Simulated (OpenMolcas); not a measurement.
Predicting a hybrid from its neighbours: SiH2Br2 (dibromosilane)

SiH2Br2 has 5 atoms, charge 0, and is taken as a singlet. As SMILES, `Br[SiH2]Br`. Geometry: relaxed at PBE0-D4/def2-TZVP.

The HOMO–LUMO gap y, in eV, basis def2-SVP; a is the functional's share of exact exchange. Programs: OpenMolcas 26.06.

```
functional     program     a  y (eV)
      BLYP  OpenMolcas     0    5.94
    r2SCAN  OpenMolcas     0    6.59
     B3LYP  OpenMolcas   0.2    7.71
     B97-2  OpenMolcas  0.21       ?
      PBE0  OpenMolcas  0.25    8.18
     BHLYP  OpenMolcas   0.5   10.37
```

Task: Fit y = c + s·a to the known rows and predict B97-2.

Result: 
1. Means of the 5 rows: a = 0.1900, y = 7.758.
2. Σ(Δa)² = 0.172, Σ(Δa·Δy) = 1.4019, so the slope is 1.4019/0.172 = 8.1506.
3. Intercept: 7.758 − (8.1506) × 0.1900 = 6.209. The largest residual of the fit is 0.38.
4. B97-2: 6.209 + (8.1506) × 0.21 = 7.92 eV.

The run gave 7.90 eV, so the prediction is off by +0.02 eV, within the scatter of the fit. Exact exchange lowers occupied levels and raises empty ones. The rows mix families of semi-local functionals, which the line can't see.
